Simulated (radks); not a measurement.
Effect of the nuclear size on the manganese ion Mn2+, [Ar] 3d5. Calculated with a radial shooting solver on a logarithmic mesh with Libxc functionals: Dirac Kohn-Sham, BLYP, spin-unpolarised, spherical densities, finite nucleus; open shells fill j = l - 1/2 first; Fermi nuclear charge, rms radius 3.7057 fm. The rms radius is varied about that value; shifts are against it.

rms radius (fm),total energy shift (eV),density at nucleus (e/bohr^3),1s1/2 shift (meV),2s1/2 shift (meV),3s1/2 shift (meV)
3.1573,-0.0251,1.325e+04,-10.6,-0.948,-0.138
3.4908,-0.0103,1.32e+04,-4.36,-0.389,-0.056
3.7057,0,1.317e+04,0.000,0.000,0.000
3.9577,0.0128,1.313e+04,5.44,0.484,0.070
4.3838,0.0363,1.308e+04,15.4,1.37,0.199

Slopes of the eigenvalues against <r^2> in GHz/fm^2, as finite differences over the two radii next to the reference (eigenvalue slopes, not the field-shift constants of lines): 1s1/2 681, 2s1/2 60.7, 3s1/2 8.82.
